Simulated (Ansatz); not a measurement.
Isolated molecules relaxed with PBE0-D4/def2-TZVP in Ansatz; ΔE leaves out vibrations. CBS: MP2 limit from def2 TZ/QZ plus the TZ coupled-cluster correction, frozen cores. Functionals use def2-TZVPP. For Ge outer-core shells are correlated without core-valence functions, which leaves a few kJ/mol of doubt a bond. Scalar relativity is left out up to krypton. One conformer a species, not always the lowest.

Reaction (redistribution): `[SiH3][SiH2][GeH2][SiH2][GeH3]` + `Cl[SiH2][GeH3]` → `[SiH3][SiH2]Cl` + `[GeH3][SiH2][GeH2][SiH2][GeH3]`

`[SiH3][SiH2][GeH2][SiH2][GeH3]`:

Cartesian coordinates in Å:
```
Si 0.439 -1.475 -2.180
Si -0.088 -1.992 0.038
Ge 1.078 -0.510 1.493
Si 0.673 1.728 0.787
Ge -1.660 2.044 0.448
H 1.900 -1.642 -2.402
H -0.295 -2.348 -3.134
H 0.080 -0.057 -2.455
H 0.258 -3.409 0.338
H -1.550 -1.811 0.256
H 0.587 -0.692 2.942
H 2.587 -0.817 1.460
H 1.178 2.703 1.793
H 1.389 1.967 -0.497
H -1.982 3.492 0.040
H -2.433 1.716 1.737
H -2.160 1.103 -0.662
```

`Cl[SiH2][GeH3]`:

Z-matrix (Å, degrees):
```
Si
Ge 1 2.377
Cl 1 2.062 2 109.1
H 1 1.484 2 111.5 3 -118.9
H 1 1.484 2 111.5 3 118.9
H 2 1.538 1 109.9 3 179.8
H 2 1.536 1 110.0 3 59.9
H 2 1.536 1 110.0 3 -60.3
```

`[SiH3][SiH2]Cl`:

```xyz
8

Si    1.090    0.212    0.469
Si   -1.032   -0.053   -0.476
Cl   -1.590   -2.033   -0.304
H     1.511    1.635    0.358
H     2.066   -0.646   -0.250
H     1.049   -0.177    1.903
H    -2.055    0.767    0.221
H    -1.040    0.295   -1.920
```

`[GeH3][SiH2][GeH2][SiH2][GeH3]`:

Z-matrix (Å, degrees):
```
Ge
Si 1 2.379
H 1 1.538 2 109.9
H 1 1.538 2 110.2 3 119.1
H 1 1.538 2 111.5 3 -120.3
Ge 2 2.381 1 109.7 3 -59.3
H 2 1.489 1 109.1 3 59.7
H 2 1.489 1 110.0 3 178.4
Si 6 2.381 2 108.6 1 49.6
H 6 1.541 2 109.9 1 -71.1
H 6 1.541 2 110.3 1 170.0
Ge 9 2.379 6 109.6 2 49.6
H 9 1.489 6 108.7 2 -69.6
H 9 1.489 6 111.0 2 171.3
H 12 1.538 9 111.5 6 -179.9
H 12 1.538 9 109.9 6 -59.6
H 12 1.538 9 110.2 6 59.5
```

```csv
level,ΔE (eV)
B2PLYP,0.00
PBE0,0.00
```

**Question.** What does CCSD(T)/CBS give? (Best estimate.)

**Answer.** Ansatz gave: -0.01 eV. The listed levels differ from it by 0.01, 0.01 eV.

Largest T1 diagnostic among the species: 0.013.

Leaving LDA and LC-ωPBE aside and taking each functional with its dispersion term where it has one, the values, not all of them listed here, spread over 0.02 eV, from BHLYP-D4 to B97M-V.
